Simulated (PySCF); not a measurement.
Ga(F)(Me)(OMe) (C₂H₆FGaO), SMILES C[O][Ga]([CH3])[F].

Geometry: B3LYP-D3(BJ)/def2-SVP. The structure was generated by enumeration; whether it is a known compound was not checked. One conformer was computed; it need not be the lowest.

The numbers are results of PBE/def2-TZVP run with PySCF, not measurements.

The molecule is in vacuum.

| Quantity | Value |
|---|---|
| total energy | -2179.33876 hartree |
| point group | Cs |
| highest occupied level | -6.47 eV |
| lowest empty level | -1.35 eV |
| orbital gap | 5.13 eV |
| dipole moment | 3.51 D |
| quadrupole, principal values (traceless, Buckingham form, about the centre of nuclear charge) | -6.07, 1.32, 4.75 D·Å |
| mean static polarisability | 56.9 bohr³ (8.43 Å³) |
| polarisability, principal values | 44.8, 56.6, 69.2 bohr³ |
